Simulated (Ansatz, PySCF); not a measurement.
Stretching the K1–H2 bond in KH (multiplicity 1 held). Energies count from the point at 2.265 Å.


Restricted levels (R-, RO-) in cc, def2 and unpolarised 6-31G sets keep to the state of the molecule at rest. Full CI gives the lowest state of the spin. Left out are points that failed, MP2 points that dive below the minimum, coupled-cluster points behind a jump of the amplitudes or a sharp parting from full CI or MRCI, small-basis points behind a change of solution, and semi-empirical points at long bonds. With two correlated electrons CCSD equals full CI. Curves can end on different states.

Cores are frozen in the correlated methods. Rows in 6-31G* carry no dispersion term and start afresh at each structure (6-31G* with six Cartesian d functions); the Pople sets are all-electron and without relativity. MP2/6-31G* freezes PySCF's default core, which is smaller on s-block atoms.

Run with Ansatz (Gaussian orbitals); PySCF for 6-31G* rows. Values without a source in brackets are computed.

Energies in kcal/mol.

```csv
R (Å),R-HF/6-31G*,R-MP2/6-31G*,R-CCSD/def2-TZVPP,FCI/def2-TZVPP
1.812,18.7,17.4,16.9,16.9
2.039,4.5,4.1,4.0,4.0
2.265,0.0,0.0,0.0,0.0
2.492,0.8,0.8,0.7,0.7
2.718,4.4,4.2,3.9,3.9
3.058,12.2,11.3,10.6,10.6
3.398,20.9,19.2,17.7,17.7
3.964,35.0,31.5,28.0,28.0
4.531,47.2,41.6,35.0,35.0
5.210,59.4,50.6,38.8,38.8
6.117,72.4,56.8,40.0,40.0
7.249,84.5,53.9,40.2,40.2
9.062,95.1,left out,40.2,40.2
```

Doubts at one or more of the structures used: a restricted determinant that unrestricted orbitals would lower (R-HF/6-31G*, R-MP2/6-31G*, R-CCSD/def2-TZVPP); T1 above 0.05 (R-CCSD/def2-TZVPP); other coupled-cluster roots lie near (R-CCSD/def2-TZVPP); the program's own flag: above unrestricted (FCI/def2-TZVPP).

Ansatz is a quantum-chemistry and plane-wave program.
